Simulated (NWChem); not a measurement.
System: hydrogen iodide (HI); SMILES I

NWChem input:

```
start job
memory heap 200 mb stack 900 mb global 1100 mb
geometry units angstroms
  I      0.000000     0.000000     0.052007
  H      0.000000     0.000000    -1.565186
end
basis spherical
  * library def2-tzvpd
end
ecp
  I library def2-ecp
end
dft
  xc hfexch
  iterations 150
end
driver
  maxiter 120
end
task dft optimize
dft
  grid fine
  convergence energy 1d-8 density 1d-7
end
task dft freq numerical
```

Excerpt of the output:

```
             Northwest Computational Chemistry Package (NWChem) 7.3.0
             --------------------------------------------------------

 ORDER OF PRIMARY AXIS IS BEING SET TO 4
 C4V symmetry detected

                             Geometry "geometry" -> ""
                             -------------------------

 Output coordinates in angstroms (scale by  1.889725989 to convert to a.u.)

  No.       Tag          Charge          X              Y              Z
 ---- ---------------- ---------- -------------- -------------- --------------
    1 I                   53.0000     0.00000000     0.00000000     0.02994802
    2 H                    1.0000     0.00000000     0.00000000    -1.58724498

 Effective nuclear repulsion energy (a.u.)      17.3426388792

      Symmetry information
      --------------------

 Group name             C4v
 Group number             18
 Group order               8
 No. of unique centers     2

                                Z-matrix (autoz)
                                --------

 Units are Angstrom for bonds and degrees for angles

      Type          Name      I     J     K     L     M      Value
      ----------- --------  ----- ----- ----- ----- ----- ----------
    1 Stretch                  1     2                       1.61719

                           NWChem Geometry Optimization
                           ----------------------------

 maximum gradient threshold         (gmax) =   0.000450
 rms gradient threshold             (grms) =   0.000300
 maximum cartesian step threshold   (xmax) =   0.001800
 rms cartesian step threshold       (xrms) =   0.001200
 fixed trust radius                (trust) =   0.300000
 source of zmatrix                         =   autoz

          -------------------
          Energy Minimization
          -------------------

 Using diagonal initial Hessian
 Scaling for Hessian diagonals: bonds = 1.00  angles = 0.25  torsions = 0.10

          --------
          Step   0

                                 NWChem DFT Module
                                 -----------------

[...]

      ----------------------
      Optimization converged
      ----------------------

  Step       Energy      Delta E   Gmax     Grms     Xrms     Xmax
  ---- ---------------- -------- -------- -------- -------- --------
@    2    -297.24250377 -2.3D-07  0.00003  0.00003  0.00034  0.00058
                                     ok       ok       ok       ok

                                Z-matrix (autoz)
                                --------

 Units are Angstrom for bonds and degrees for angles

      Type          Name      I     J     K     L     M      Value     Gradient
      ----------- --------  ----- ----- ----- ----- ----- ---------- ----------
    1 Stretch                  1     2                       1.59722    0.00003

                         Geometry "geometry" -> "geometry"
                         ---------------------------------

 Output coordinates in angstroms (scale by  1.889725989 to convert to a.u.)

  No.       Tag          Charge          X              Y              Z
 ---- ---------------- ---------- -------------- -------------- --------------
    1 I                   53.0000     0.00000000     0.00000000     0.01996053
    2 H                    1.0000     0.00000000     0.00000000    -1.57725749

 Effective nuclear repulsion energy (a.u.)      17.5595277777

      Symmetry information
      --------------------

 Group name             C4v
 Group number             18
 Group order               8
 No. of unique centers     2

                Final and change from initial internal coordinates
                --------------------------------------------------

                                Z-matrix (autoz)
                                --------

 Units are Angstrom for bonds and degrees for angles

[...]

 Rotational Constants
 --------------------
 A=   0.000000 cm-1  (  0.000000 K)
 B=   6.608791 cm-1  (  9.508364 K)
 C=   6.608791 cm-1  (  9.508364 K)

 Temperature                      =   298.15K
 frequency scaling parameter      =   1.0000

 Linear Molecule

 Zero-Point correction to Energy  =    3.514 kcal/mol  (  0.005600 au)
 Thermal correction to Energy     =    4.995 kcal/mol  (  0.007960 au)
 Thermal correction to Enthalpy   =    5.587 kcal/mol  (  0.008903 au)

 Total Entropy                    =   49.264 cal/mol-K
   - Translational                =   40.434 cal/mol-K (mol. weight = 127.9082)
   - Rotational                   =    8.830 cal/mol-K (symmetry #  =        1)
   - Vibrational                  =    0.000 cal/mol-K

 Cv (constant volume heat capacity) =    4.968 cal/mol-K
   - Translational                  =    2.979 cal/mol-K
   - Rotational                     =    1.986 cal/mol-K
   - Vibrational                    =    0.002 cal/mol-K

[normal modes left out]

 ----------------------------------------------------------------------------
 Normal Eigenvalue ||           Projected Infra Red Intensities
  Mode   [cm**-1]  || [atomic units] [(debye/angs)**2] [(KM/mol)] [arbitrary]
 ------ ---------- || -------------- ----------------- ---------- -----------
    1       -0.000 ||    0.000000           0.000         0.000       0.000
    2       -0.000 ||    0.001994           0.046         1.944      12.003
    3       -0.000 ||    0.001994           0.046         1.944      12.003
    4        0.000 ||    0.002851           0.066         2.780      17.160
    5        0.000 ||    0.002851           0.066         2.780      17.160
    6     2459.407 ||    0.000278           0.006         0.271       1.672
 ----------------------------------------------------------------------------
```

Level: Hartree-Fock/def2-TZVPD with def2 effective core potentials on I. def2 effective core potentials on I; no spin-orbit coupling.
